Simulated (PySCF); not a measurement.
Basis set benchmark on one molecule

Molecule: Me3Si(SMe), C4H12SSi.

Numbering as in the mapped SMILES `[CH3:1][S:2][Si:3]([CH3:4])([CH3:5])[CH3:6]`. Hydrogens are named by the atom that carries them.

Geometry PBE0-D3(BJ)/def2-SVP throughout; GIAO in PySCF, gas phase, one conformer, non-relativistic; equivalent atoms averaged; functional PBE0.

Reference values (measured; solution; U. Herzog, Habilitationsschrift, TU Bergakademie Freiberg, 2002/2003): δ(Si3) = 16.5 ppm vs TMS. Computed shifts are taken against TMS, calculated as an isolated molecule at each level.

**Question.** How do the basis sets STO-3G, 6-31G, pcSseg-0, 6-31G*, def2-SVP, cc-pVDZ, pcSseg-1, 6-311+G(2d,p), aug-cc-pVDZ, def2-TZVP perform against the reference? Times are CPU seconds on shared hosts with different chips, so compare them loosely.

**Answer.** 
```csv
basis set,functions,Si3,abs. error Si,core-s
STO-3G,50,18.1,1.6,5.3
6-31G,86,35.4,18.9,11
pcSseg-0,86,31.4,14.9,9.1
6-31G*,116,27.3,10.8,14
def2-SVP,152,21.1,4.6,18
cc-pVDZ,152,20.5,4.0,20
pcSseg-1,176,21.5,5.0,24
"6-311+G(2d,p)",250,19.3,2.8,40
aug-cc-pVDZ,254,19.2,2.7,48
def2-TZVP,270,17.8,1.3,48
```

For ²⁹Si the closest is def2-TZVP (1.3 ppm) and the furthest 6-31G (18.9 ppm). Where a smaller basis beats a larger one, errors probably cancel. One molecule is a small sample, and vibrational and solvent effects are absent from the calculation.

A small basis that lands close on one nucleus may do so by chance; judge by the trend and by all nuclei.
